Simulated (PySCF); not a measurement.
Mg(I)(SMe) (CH3IMgS), SMILES C[S][Mg][I].

Coordinates come from a PBE0-D3(BJ)/def2-SVP optimisation. The def2 effective core potentials stand for the cores of I; spin–orbit coupling is left out. The values are those of a single conformer.

Computed with r2SCAN/def2-TZVP (PySCF).

Computed frontier levels, gap, dipole moment and polarisability:
The highest occupied level is -5.83 eV, the lowest empty level is -1.94 eV and the orbital gap comes out as 3.89 eV. The dipole moment is 1.61 D. The quadrupole, principal values (traceless, Buckingham form, about the centre of nuclear charge) comes out as -13.43, 2.67, 10.76 D·Å and the mean static polarisability is 94.1 bohr³ (13.94 Å³). The polarisability, principal values is 74.5, 80.0, 127.8 bohr³.
